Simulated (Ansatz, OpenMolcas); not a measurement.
SnH3OF (SMILES [OH][SnH2][F]): the energy, rung by rung

SnH3OF: 6 atoms, total charge 0, spin state singlet. As SMILES, `[OH][SnH2][F]`. The coordinates come from a PBE0-D4/def2-TZVP relaxation. This is one conformer, not always the lowest.

```xyz
6

O    -1.4144   -0.3330   -0.4250
Sn    0.3023    0.2559    0.2837
F     1.4091   -1.3151    0.3021
H    -1.3686   -0.6857   -1.3167
H     1.0961    1.3171   -0.7821
H     0.0175    0.6967    1.8919
```

Quantity: the energy change with the Sn2–H6 bond stretched from 1.692 to 3.045 Å, in eV. The values are calculated.

| level | kind | program | value (eV) | CPU time (all runs) |
| --- | --- | --- | --- | --- |
| HF/def2-SVPD (core potential) (unrestricted) | Hartree–Fock | OpenMolcas | 2.48 | 28 s |
| SVWN5/def2-SVPD (core potential) (restricted) | LDA | OpenMolcas | 2.94 | 69 s |
| TPSS/def2-SVPD (core potential) (restricted) | meta-GGA | OpenMolcas | 3.03 | 2.2 min |
| PBE0/def2-SVPD (core potential) (restricted) | global hybrid | OpenMolcas | 3.26 | 76 s |
| B2PLYP/def2-SVPD (core potential) (restricted) | double hybrid | OpenMolcas | 3.23 | 62 s |
| PBE-QIDH/def2-SVPD (core potential) (restricted) | double hybrid | Ansatz | 3.53 | 25 s |
| MP2/def2-SVPD (core potential) (restricted) | perturbation theory | Ansatz | 3.46 | 11 s |
| CCSD/def2-SVPD (core potential) (restricted) | coupled cluster or CI | Ansatz | 2.98 | 75 s |

The first shape isn't each level's own minimum. The values span 2.48 to 3.53 eV. Spin contamination of the reference (⟨S²⟩ at least 0.1 too high) touches HF/def2-SVPD. In the correlated wave-function rows the outer d shell of Sn is correlated, in sets not made for it. CPU times are rough (shared hosts, several kinds of processor and program).
